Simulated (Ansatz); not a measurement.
Reaction (ligand exchange at the Si–S bond): `[SiH3][S][GeH3]` + `N[SiH](F)Br` → `F[SiH](Br)N[SiH3]` + `[SH][GeH3]`

Computed with Ansatz on PBE0-D4/def2-TZVP structures; ΔE is electronic, products minus reactants. CBS: MP2 limit from def2 TZ/QZ plus the TZ coupled-cluster correction, frozen cores. Functionals use def2-TZVPP. B3LYP here is the variant with VWN-RPA as its local correlation; programs differ in this. For Br, Ge outer-core shells are correlated without core-valence functions, which leaves a few kJ/mol of doubt a bond. Scalar relativity is left out up to krypton. One conformer a species, not always the lowest.

`[SiH3][S][GeH3]`:

Z-matrix (Å, degrees):
```
Si
S 1 2.131
H 1 1.483 2 106.5
H 1 1.487 2 111.1 3 119.7
H 1 1.487 2 111.1 3 -119.7
Ge 2 2.227 1 98.2 3 -179.6
H 6 1.533 2 105.6 1 179.6
H 6 1.536 2 109.6 1 60.0
H 6 1.536 2 109.7 1 -60.8
```

`N[SiH](F)Br`:

Z-matrix (Å, degrees):
```
Si
F 1 1.594
Br 1 2.206 2 105.8
N 1 1.685 2 114.6 3 118.9
H 1 1.472 2 106.2 3 -118.7
H 4 1.006 1 122.4 2 -81.1
H 4 1.007 1 121.7 2 77.8
```

`F[SiH](Br)N[SiH3]`:

Z-matrix (Å, degrees):
```
Si
Br 1 2.208
N 1 1.695 2 109.4
F 1 1.591 2 105.6 3 -121.6
H 1 1.471 2 111.0 3 122.4
Si 3 1.737 1 127.8 2 147.9
H 3 1.011 1 115.8 2 -34.7
H 6 1.486 3 111.4 1 116.4
H 6 1.486 3 110.8 1 -123.0
H 6 1.483 3 106.5 1 -3.3
```

`[SH][GeH3]`:

Cartesian coordinates in Å:
```
S 1.638 0.529 0.031
Ge -0.495 -0.033 -0.252
H 1.747 -0.062 1.232
H -1.361 0.571 0.864
H -0.650 -1.562 -0.262
H -0.879 0.557 -1.613
```

| level | ΔE (kJ/mol) | difference from CCSD(T)/CBS |
| --- | --- | --- |
| PBE-D4 | 17.3 | 7.7 |
| r2SCAN-D4 | 12.9 | 3.3 |
| PBE0-D4 | 15.5 | 5.9 |
| B3LYP-D4 | 7.8 | -1.8 |
| ωB97M-V | 8.7 | -0.9 |
| B2PLYP | 6.5 | -3.1 |
| PBE0 | 15.0 | 5.4 |
| B3LYP | 6.2 | -3.4 |
| SCS-MP2/def2-TZVPP | 4.9 | -4.7 |
| CCSD/def2-TZVPP | 3.7 | -5.9 |
| CCSD(T)/def2-TZVPP | 5.4 | -4.2 |
| HF/def2-QZVPP | -1.6 | -11.2 |
| MP2/def2-QZVPP | 11.2 | 1.6 |
| HF/CBS(def2) | -1.8 | -11.4 |
| MP2/CBS(def2) | 13.3 | 3.7 |
| CCSD/CBS(def2) | 7.8 | -1.8 |
| CCSD(T)/CBS | 9.6 | 0 |

Largest T1 diagnostic among the species: 0.011.

In def2-TZVPP, CCSD(T) changes the Hartree–Fock value by +5.9 kJ/mol (the triples alone add +1.8 kJ/mol) and MP2 by +9.7 kJ/mol.
